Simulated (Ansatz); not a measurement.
Basis sets compared for Cu(NH3)F (CuNFH₃). The state is a singlet with charge 0. Geometry PBE-D4/def2-TZVP. Ansatz on 4 threads of Arm Neoverse V1 on a shared host; times are rough, and most runs start from earlier orbitals.

Cartesian coordinates in Å:
```
Cu -0.3029 0.3267 1.0753
N 0.1929 -0.2080 -0.6847
H 1.0027 -0.8368 -0.6729
H 0.4408 0.5986 -1.2673
H -0.5711 -0.7026 -1.1570
F -0.7624 0.8221 2.7066
```

The 6-31G sets use Cartesian d functions.

Binding counts from free atoms (Cu doublet, N quartet, H doublet, F doublet) in the same basis, without a counterpoise term.

```json
{"level": "HF/STO-3G", "functions": "31", "energy (Eh)": "-1773.7200", "HOMO (eV)": "-3.03", "LUMO (eV)": "5.84", "binding per atom (eV)": "–", "wall time": "0.2 s"}
{"level": "HF/6-31G", "functions": "53", "energy (Eh)": "-1794.2755", "HOMO (eV)": "-8.62", "LUMO (eV)": "2.44", "binding per atom (eV)": "2.12", "wall time": "0.2 s"}
{"level": "PBE-D4/def2-SVP", "functions": "74", "energy (Eh)": "-1796.1973", "HOMO (eV)": "-4.10", "LUMO (eV)": "-1.17", "binding per atom (eV)": "3.27", "wall time": "0.6 s"}
{"level": "PBE-D4/def2-TZVP", "functions": "125", "energy (Eh)": "-1796.6550", "HOMO (eV)": "-4.91", "LUMO (eV)": "-1.59", "binding per atom (eV)": "3.22", "wall time": "0.8 s"}
{"level": "r2SCAN-D4/def2-TZVP", "functions": "125", "energy (Eh)": "-1796.9714", "HOMO (eV)": "-5.06", "LUMO (eV)": "-1.01", "binding per atom (eV)": "3.15", "wall time": "1.7 s"}
{"level": "PBE0-D4/def2-SVP", "functions": "74", "energy (Eh)": "-1796.2044", "HOMO (eV)": "-5.75", "LUMO (eV)": "-0.37", "binding per atom (eV)": "3.11", "wall time": "0.75 s"}
{"level": "PBE0-D4/def2-TZVP (with forces)", "functions": "125", "energy (Eh)": "-1796.6479", "HOMO (eV)": "-6.37", "LUMO (eV)": "-0.76", "binding per atom (eV)": "3.09", "wall time": "1.6 s"}
```

(1) Estimate the rows for PBE-D4/def2-TZVPD, r2SCAN-D4/def2-TZVPD, PBE0-D4/def2-TZVPD.

Results:

(1) 
```tsv
level	functions	energy (Eh)	HOMO (eV)	LUMO (eV)	binding per atom (eV)	wall time
PBE-D4/def2-TZVPD	152	-1796.6608	-5.07	-1.87	3.24	1.1 s
r2SCAN-D4/def2-TZVPD	152	-1796.9761	-5.15	-1.28	3.17	2.4 s
PBE0-D4/def2-TZVPD	152	-1796.6525	-6.45	-1.13	3.10	1.6 s
```
